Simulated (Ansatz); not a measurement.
Basis-set series for BrClFHHfO, SMILES `[OH][Hf]([F])([Cl])[Br]`. Charge 0, multiplicity 1. Hf: def2 effective core potential. The geometry is a stationary point of PBE0-D4/def2-TZVP. It is one conformer, not always the lowest.

```
functional       basis  functions  energy (Eh)  HOMO (eV)  LUMO (eV)
   PBE0-D4    def2-SVP        115  -3257.13513      -8.78      -1.21
   PBE0-D4  def2-TZVPP        222  -3257.83668      -8.83      -1.30
   ωB97M-V    def2-SVP        115  -3257.48073     -10.94       0.84
   ωB97M-V  def2-TZVPP        222  -3258.18384     -11.02       0.75
```

**Question.** Give the rows for def2-QZVPP. (Estimate.)

**Answer.** Ansatz gave: 
| functional | basis | functions | energy (Eh) | HOMO (eV) | LUMO (eV) |
| --- | --- | --- | --- | --- | --- |
| PBE0-D4 | def2-QZVPP | 384 | -3257.91282 | -8.85 | -1.33 |
| ωB97M-V | def2-QZVPP | 384 | -3258.25663 | -11.04 | 0.30 |

Positive LUMOs are unbound and depend on the basis. Scalar relativity is left out up to krypton.
